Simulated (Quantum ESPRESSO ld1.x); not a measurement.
Values are calculated unless marked as measured or tabulated.
The gadolinium ion Gd43+, configuration [Ar] 3d3 (the NIST ground configuration).

Level of theory: scalar-relativistic Kohn-Sham, LDA (Slater exchange, Perdew-Wang correlation), spin-polarised, spherical densities, point nucleus; open shells are filled with parallel spins first (ld1.x of Quantum ESPRESSO 7.5).

Energy parts (hartree):
total: -9736.499
kinetic: 10553.970
electron-nucleus: -21652.381
Hartree: 1516.179
exchange-correlation: -154.267

Orbitals (lengths in bohr, moments of r in powers of bohr; r(max) is where P^2 peaks):
[
 {"orbital": "1s up", "occ.": "1", "eigenvalue (hartree)": "-1930.59", "r(max)": "0.014", "<r>": "0.02192", "<r^4>": "1.143e-06", "<1/r>": "71.61"},
 {"orbital": "1s down", "occ.": "1", "eigenvalue (hartree)": "-1930.57", "r(max)": "0.014", "<r>": "0.02192", "<r^4>": "1.143e-06", "<1/r>": "71.61"},
 {"orbital": "2s up", "occ.": "1", "eigenvalue (hartree)": "-392.754", "r(max)": "0.079", "<r>": "0.09274", "<r^4>": "0.0001755", "<1/r>": "16.72"},
 {"orbital": "2s down", "occ.": "1", "eigenvalue (hartree)": "-392.244", "r(max)": "0.079", "<r>": "0.09267", "<r^4>": "0.0001750", "<1/r>": "16.73"},
 {"orbital": "2p up", "occ.": "3", "eigenvalue (hartree)": "-359.902", "r(max)": "0.064", "<r>": "0.08178", "<r^4>": "0.0001299", "<1/r>": "15.60"},
 {"orbital": "2p down", "occ.": "3", "eigenvalue (hartree)": "-359.498", "r(max)": "0.064", "<r>": "0.08170", "<r^4>": "0.0001294", "<1/r>": "15.61"},
 {"orbital": "3s up", "occ.": "1", "eigenvalue (hartree)": "-144.893", "r(max)": "0.215", "<r>": "0.2303", "<r^4>": "0.005365", "<1/r>": "6.554"},
 {"orbital": "3s down", "occ.": "1", "eigenvalue (hartree)": "-144.348", "r(max)": "0.217", "<r>": "0.2306", "<r^4>": "0.005400", "<1/r>": "6.537"},
 {"orbital": "3p up", "occ.": "3", "eigenvalue (hartree)": "-134.819", "r(max)": "0.210", "<r>": "0.2256", "<r^4>": "0.005270", "<1/r>": "6.205"},
 {"orbital": "3p down", "occ.": "3", "eigenvalue (hartree)": "-134.260", "r(max)": "0.210", "<r>": "0.2261", "<r^4>": "0.005311", "<1/r>": "6.189"},
 {"orbital": "3d up", "occ.": "3", "eigenvalue (hartree)": "-123.410", "r(max)": "0.168", "<r>": "0.2004", "<r^4>": "0.003620", "<1/r>": "5.913"},
 {"orbital": "3d down", "occ.": "0", "eigenvalue (hartree)": "-122.718", "r(max)": "0.168", "<r>": "0.2008", "<r^4>": "0.003663", "<1/r>": "5.902"}
]

The highest occupied level is 3d up at -3358.2 eV. Spin moment in Bohr magnetons: 3. For comparison, the ionisation energy in NIST's Atomic Spectra Database is 3424 eV (theoretical). In exact Kohn-Sham theory the highest level is minus the ionisation energy, but local and semilocal functionals leave it too shallow, through self-interaction and a potential that decays too fast; potentials with the right tail come closer. Summed over all electrons, <r^2> = 0.6842 bohr^2, which gives a Langevin (diamagnetic) susceptibility term of -0.542 x 10^-6 cm^3/mol. The density falls to 0.001 e/bohr^3 at r = 0.71 bohr.
